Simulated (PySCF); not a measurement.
Order these species by their calculated properties.

Species are written as SMILES; each is one conformer at its optimised geometry, gas phase, non-relativistic unless stated; the electronic structure was computed with PySCF and density fitting.

Dipoles, sizes and rotational constants follow the conformer. The torsions of the flexible species, by atom-mapped SMILES:
- `[CH3:1]/[C:2](=[C:3](\[SiH3:4])[CH2:5][F:6])[CH:7]([F:8])[F:9]`: C2–C3–C5–F6 154°, C1–C2–C7–F8 -8°
- `[SiH3:1][O:2]/[CH:3]=[CH:4]\[CH2:5][Cl:6]`: Si1–O2–C3–C4 -179°, C3–C4–C5–Cl6 -119°
- `[CH3:1][SiH:2]([CH3:3])[S:4][C:5]1([CH3:6])[CH2:7][CH2:8]1`: C1–Si2–S4–C5 -46°, Si2–S4–C5–C6 -66°
- `[CH:1]#[C:2][Si@@H:3]([C:4]#[C:5][CH3:6])[Si@@H:7]([NH2:8])[CH2:9][F:10]`: C2–Si3–Si7–N8 69°, Si3–Si7–C9–F10 179°, H–N8–Si7–Si3 161°, H–N8–Si7–Si3 -59°
- `[CH2:1]=[C:2]([CH3:3])[Si@@H:4]1[CH2:5][C@H:6]([C:7]#[N:8])[Si@@H:9]1[F:10]`: C1–C2–Si4–C5 -131°
- `[CH2:1]=[CH:2]/[C:3](=[CH:4]/[C@H:5]([SiH3:6])[C:7]#[N:8])[SiH2:9][F:10]`: C1–C2–C3–C4 176°, C3–C4–C5–Si6 -92°, C2–C3–Si9–F10 -173°
- `[CH3:1][CH2:2]/[CH:3]=[CH:4]\[SiH2:5][CH2:6][S:7][CH3:8]`: C1–C2–C3–C4 -124°, C3–C4–Si5–C6 -176°, C4–Si5–C6–S7 180°, Si5–C6–S7–C8 -179°
- `[CH2:1]=[C:2]([CH3:3])[SiH2:4]/[C:5]([F:6])=[CH:7]\[SiH2:8][C:9]#[N:10]`: C1–C2–Si4–C5 126°, C2–Si4–C5–F6 -68°, C5–C7–Si8–C9 -53°
- `[CH2:1]=[CH:2]/[C:3](=[CH:4]\[C@H:5]([SiH3:6])[C:7]#[N:8])[SiH2:9][F:10]`: C1–C2–C3–C4 -176°, C3–C4–C5–Si6 -89°, C2–C3–Si9–F10 -60°
- `[CH3:1][SiH2:2][C:3]#[C:4][Si@H:5]([OH:6])[S:7][CH3:8]`: C4–Si5–S7–C8 -53°, H–O6–Si5–C4 -83°

(1) Rank by smallest rotational constant, highest first (GFN2-xTB).
A. `[SiH3]O/C=C\CCl`
B. `C[SiH](C)SC1(C)CC1`
C. `C#C[Si@@H](C#CC)[Si@@H](N)CF`
D. `C/C(=C(\[SiH3])CF)C(F)F`

(2) By how much do the two ends of that ranking differ?

(3) Rank by HOMO–LUMO gap, lowest first (PBE0/pcSseg-1 at GFN2-xTB geometries).
A. `C[SiH](C)SC1(C)CC1`
B. `C=C/C(=C/[C@H]([SiH3])C#N)[SiH2]F`
C. `CC/C=C\[SiH2]CSC`
D. `C=C(C)[Si@@H]1C[C@H](C#N)[Si@@H]1F`
E. `C/C(=C(\[SiH3])CF)C(F)F`

(4) Give the two extremes of that set in kcal/mol.

(5) Rank by dipole moment, highest first (PBE0/pcSseg-1 at GFN2-xTB geometries).
A. `C[SiH](C)SC1(C)CC1`
B. `C/C(C(F)F)=C(/CF)[SiH3]`
C. `C#C[Si@@H](C#CC)[Si@@H](N)CF`
D. `C=C(C)[SiH2]/C(F)=C\[SiH2]C#N`

(6) By how much do the two ends of that ranking differ?

(7) Rank by HOMO energy, highest first (PBE0/pcSseg-1 at GFN2-xTB geometries).
A. `C[SiH2]C#C[Si@H](O)SC`
B. `C1CC1(S[SiH](C)C)C`
C. `C=C/C(=C\[C@H]([SiH3])C#N)[SiH2]F`
D. `C/C(=C(\[SiH3])CF)C(F)F`
E. `C=C/C(=C/[C@H]([SiH3])C#N)[SiH2]F`
F. `[SiH3]O/C=C\CCl`
G. `CC/C=C\[SiH2]CSC`

(8) Give the two extremes of that set in hartree.

Answers

(1) B (0.818 GHz), A (0.755 GHz), D (0.644 GHz), C (0.384 GHz).

(2) By 0.434 GHz, between `C[SiH](C)SC1(C)CC1` and `C#C[Si@@H](C#CC)[Si@@H](N)CF`.

(3) B (5.56 eV), C (5.94 eV), D (6.39 eV), E (6.85 eV), A (7.21 eV).

(4) `C=C/C(=C/[C@H]([SiH3])C#N)[SiH2]F`: 128 kcal/mol; `C[SiH](C)SC1(C)CC1`: 166 kcal/mol.

(5) D (2.20 D), A (1.75 D), C (1.49 D), B (1.17 D).

(6) By 1.03 D, between `C=C(C)[SiH2]/C(F)=C\[SiH2]C#N` and `C/C(=C(\[SiH3])CF)C(F)F`.

(7) G (-6.21 eV), B (-6.57 eV), A (-6.87 eV), F (-7.01 eV), E (-7.18 eV), C (-7.31 eV), D (-7.74 eV).

(8) `C/C(=C(\[SiH3])CF)C(F)F`: -0.284 Eh; `CC/C=C\[SiH2]CSC`: -0.228 Eh.
